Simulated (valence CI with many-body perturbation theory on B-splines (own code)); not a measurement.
Values are calculated unless marked as measured or tabulated.
# Hyperfine factors and g values of Sb19+

Method: relativistic CI+MBPT: four valence electrons over a frozen Dirac-Fock core [Ar] 3d10, a basis of 11 s, 11 p, 9 d, 7 f, 5 g, 2 h, 1 i functions for each j, with the one-electron correlation potential Σ1, the two-electron term Σ2, the three-electron term Σ3, Breit, model QED; selected CI, second order for the rest (own B-spline code, finite nucleus).

No measured levels were compared; by estimate levels hold to about 250 cm⁻¹ or 0.2 % of their energy and the worst to 1 %, as in measured heavy ions of charge 2 to 7; those with d or f electrons hold less well.

A/g_I is the dipole constant over the nuclear g factor μ/I (μ in nuclear magnetons, uniformly magnetised nucleus), B/Q the quadrupole constant per barn. Both hold the static response of the core; the bare values leave it out. Large factors of s and p1/2 electrons are usually good to 5 to 10 %; those of open d and f shells near neutrality can be off by tens of per cent, and small factors of p3/2, d and f electrons come from cancelling terms and can be off by a factor of two or in sign, in half-filled shells by more. B is blank for J = 1/2, where it vanishes, and for nearly pure S terms. Energies count from the lowest level. Levels with J = 0 are left out.

Levels are named by their leading jj configuration (3d3/2^4 stands for four electrons in 3d with j = 3/2), which in mixed levels can hold well under half, so a name can repeat and another be missing. Letters in brackets count levels of one name in rising energy.

| Level | E (cm⁻¹) | g | A/g_I (MHz) | A/g_I bare | B/Q (MHz/b) | B/Q bare |
| --- | --- | --- | --- | --- | --- | --- |
| (4s^2 4p1/2 4p3/2) J=1 | 77615 | 1.500 | -3150 | -3160 | 10600 | 10000 |
| (4s^2 4p1/2 4p3/2) J=2 | 95014 | 1.241 | 24900 | 23600 | 10800 | 10200 |
| (4s^2 4p3/2^2) J=2 | 186340 | 1.258 | 12400 | 11700 | 10400 | 9790 |
| (4s 4p1/2^2 4p3/2) J=2 | 415030 | 1.839 | 62200 | 59100 | 6900 | 6510 |
| (4s 4p1/2^2 4p3/2) J=1 | 482040 | 0.820 | -34300 | -32500 | 18500 | 17500 |
| (4s 4p1/2 4p3/2^2) J=2 [a] | 504200 | 1.364 | 45000 | 42800 | 22400 | 21100 |
| (4s 4p1/2 4p3/2^2) J=3 | 530700 | 1.332 | 56100 | 53300 | -1430 | -1320 |
| (4s 4p1/2 4p3/2^2) J=1 [a] | 579400 | 1.294 | 57700 | 54900 | -19600 | -18500 |
| (4s 4p1/2 4p3/2^2) J=2 [b] | 585840 | 1.199 | 13000 | 12300 | -18800 | -17800 |
| (4s 4p1/2 4p3/2^2) J=1 [b] | 629200 | 1.546 | 10700 | 10200 | 2100 | 1990 |
| (4s 4p3/2^3) J=2 | 655710 | 1.235 | 52900 | 50300 | -13200 | -12500 |
| (4s^2 4p1/2 4d3/2) J=2 | 698040 | 0.732 | 20100 | 19300 | 10600 | 10000 |
| (4s 4p3/2^3) J=1 | 730320 | 1.328 | -29100 | -27700 | -1160 | -1070 |
| (4s^2 4p1/2 4d5/2) J=3 | 733220 | 1.098 | 12600 | 12100 | 10000 | 9430 |
| (4s^2 4p1/2 4d5/2) J=2 | 756520 | 1.273 | -2710 | -2440 | 2470 | 2310 |
| (4s^2 4p1/2 4d3/2) J=1 | 765250 | 0.832 | -13900 | -13000 | 2260 | 2130 |
| (4s^2 4p3/2 4d5/2) J=4 | 801520 | 1.249 | 5510 | 5280 | 25600 | 24200 |
| (4s^2 4p3/2 4d3/2) J=2 | 825780 | 1.047 | 4850 | 4600 | -2930 | -2790 |
| (4s^2 4p3/2 4d3/2) J=3 | 842630 | 1.258 | 8980 | 8590 | -552 | -504 |
| (4s^2 4p3/2 4d3/2) J=1 | 843450 | 1.205 | 5930 | 5760 | -10400 | -9780 |
| (4s^2 4p3/2 4d5/2) J=2 | 855010 | 1.304 | 9640 | 9290 | -14300 | -13500 |
| (4s^2 4p3/2 4d5/2) J=3 | 898820 | 1.058 | 7130 | 6840 | 17700 | 16700 |
| (4s^2 4p3/2 4d5/2) J=1 | 912470 | 0.968 | -3160 | -2800 | 3230 | 3040 |
| (4p1/2^2 4p3/2^2) J=2 | 947580 | 1.359 | 12900 | 12400 | 1090 | 1030 |
| (4s 4p1/2^2 4d3/2) J=1 | 1020000 | 0.369 | -38200 | -36200 | 657 | 609 |
| (4s 4p1/2^2 4d3/2) J=2 | 1031500 | 1.139 | 22200 | 21300 | 4480 | 4210 |
| (4p1/2 4p3/2^3) J=1 | 1034900 | 1.321 | -5130 | -4750 | -7920 | -7480 |
| (4p1/2 4p3/2^3) J=2 | 1044700 | 1.133 | 25800 | 24600 | -21800 | -20600 |
| (4s 4p1/2^2 4d5/2) J=3 | 1053500 | 1.354 | 29100 | 27800 | 9890 | 9290 |
| (4s 4p1/2 4p3/2 4d3/2) J=1 [a] | 1091200 | 1.357 | 31100 | 29700 | -11900 | -11300 |
| (4s 4p1/2 4p3/2 4d3/2) J=2 [a] | 1092100 | 1.222 | 22500 | 21500 | -11900 | -11200 |
| (4s 4p1/2 4p3/2 4d5/2) J=4 [a] | 1095500 | 1.370 | 25900 | 24700 | 15400 | 14500 |
| (4s 4p1/2 4p3/2 4d3/2) J=3 [a] | 1096500 | 1.285 | 34900 | 33300 | -10700 | -10100 |
| (4s 4p1/2 4p3/2 4d5/2) J=2 [a] | 1111400 | 0.886 | -3070 | -2790 | -2050 | -1920 |

Problem. Take the isotope of mass number 123, with I = 7/2, μ = 2.5457 μN and Q = -0.692 b. What is the hyperfine structure of (4s^2 4p3/2^2) J=2?

Solution. From the table A = 8990 MHz, B = -7170 MHz. Shifts from the centre of gravity in MHz: F = 3/2: -84800, F = 5/2: -59100, F = 7/2: -24900, F = 9/2: 15900, F = 11/2: 61100.
